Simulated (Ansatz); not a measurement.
`B[C](=C)[SnH3]` and `BC(=C)SC` differ in one atom or group.

Ansatz, PBE0-D4/def2-TZVP geometries, multiplicity 1. Each molecule was computed in one conformer, which needn't be the lowest.

Elements past krypton have def2 core potentials.

```csv
property,`B[C](=C)[SnH3]`
size of the dipole moment (ωB97M-V/def2-TZVPP) / D,1.18
HOMO–LUMO gap (B3LYP/def2-TZVPP) / eV,5.27
HOMO energy (PBE/def2-TZVPP) / eV,-6.76
HOMO–LUMO gap (PBE/def2-TZVPP) / eV,3.48
LUMO energy (B3LYP/def2-TZVPP) / eV,-2.47
size of the dipole moment (B3LYP/def2-TZVPP) / D,1.21
```

(1) What does the change do to each property? (Best estimate.)

## Answers

(1) The calculation gave: 
```csv
property,`BC(=C)SC`,shift
size of the dipole moment (ωB97M-V/def2-TZVPP) / D,0.40,-0.78
HOMO–LUMO gap (B3LYP/def2-TZVPP) / eV,3.67,-1.60
HOMO energy (PBE/def2-TZVPP) / eV,-5.24,1.52
HOMO–LUMO gap (PBE/def2-TZVPP) / eV,2.10,-1.38
LUMO energy (B3LYP/def2-TZVPP) / eV,-2.38,0.09
size of the dipole moment (B3LYP/def2-TZVPP) / D,0.41,-0.80
```

With PBE0 the HOMO rises by 1.67 eV and the LUMO rises by 0.08 eV, so the gap narrows by about 1.59 eV. PBE moves the HOMO by 1.52 eV and ωB97M-V by 1.73 eV. Dipoles are sizes alone; their direction can turn.

B3LYP here is the variant with VWN-RPA as its local correlation; programs differ in this.
